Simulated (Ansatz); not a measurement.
CH7NO2Zr, SMILES `[CH3][Zr]([NH2])([OH])[OH]`. Total charge 0; spin multiplicity 1. Zr: def2 effective core potential.

```xyz
12

C    -0.752   -0.262   -1.610
Zr    0.420    0.018    0.278
N    -0.957    0.442    1.717
O     1.228   -1.696    0.629
O     1.528    1.560   -0.043
H    -1.310    0.643   -1.874
H    -0.090   -0.500   -2.452
H    -1.474   -1.080   -1.516
H    -1.263    1.367    1.987
H    -1.408   -0.234    2.320
H     1.830   -2.422    0.756
H     2.249    2.165   -0.192
```

Problem. List the harmonic frequencies (cm⁻¹, unscaled) at PBE0-D4/def2-TZVP in Ansatz. (An estimate is asked.)

Solution. Ansatz gave: 110, 131, 145, 151, 152, 153, 198, 246, 265, 288, 318, 451, 484, 501, 520, 528, 645, 702, 716, 1167, 1424, 1424, 1541, 3015, 3097, 3106, 3561, 3654, 4008, 4010.

Problem. Is this a minimum?

Solution. Yes, all 30 modes are real.

Problem. Give the ideal-gas thermochemistry at 298.15 K and 1 bar (rigid rotor, harmonic oscillator; point group Cs, symmetry number 1).

Solution. Zero-point energy 219.6 kJ/mol; H(298) − E = 250.1 kJ/mol; entropy 410.2 J/(mol·K), of which translation 171.9, rotation 114.3, vibration 124.0; G(298) − E = 127.8 kJ/mol.

Problem. And at 400, 500, 600, 800 and 1000 K?

Solution. 
```tsv
T (K)	H − E (kJ/mol)	S (J/mol/K)	G − E (kJ/mol)
400	267.0	458.8	83.5
500	285.0	499.0	35.5
600	304.1	533.7	-16.1
800	344.7	592.0	-128.9
1000	387.8	640.0	-252.3
```
